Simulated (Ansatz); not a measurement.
Basis-set extrapolation for CH2AlClO2 (PBE0-D4/def2-TZVP geometry, frozen core, the Gaussian-basis code of Ansatz). Multiplicity 1, RHF reference.

```json
{"": "HF", "def2-TZVPP": "-890.443972", "def2-QZVPP": "-890.472850"}
{"": "MP2 correlation", "def2-TZVPP": "-0.876092", "def2-QZVPP": "-0.949773"}
{"": "CCSD(T) correlation", "def2-TZVPP": "-0.938976", "def2-QZVPP": "not run"}
```

Energies in hartree. Use E(X) = E(∞) + A·exp(−7.88·√X) for Hartree–Fock and E(X) = E(∞) + B·X^(−2.97) for correlation, with X = 3 and 4, and add CCSD(T) minus MP2 of the smaller set to the MP2 limit.

Problem. What is the CCSD(T) energy at the basis-set limit?

Solution. HF limit: -890.472850 + (-0.028878) × 0.13774 = -890.47683. MP2 limit: -0.949773 + (-0.073681) × 0.74074 = -1.00435. Higher-order term: -0.938976 − (-0.876092) = -0.06288. Total: -891.54406 hartree, 4.38 eV below CCSD(T)/def2-TZVPP.
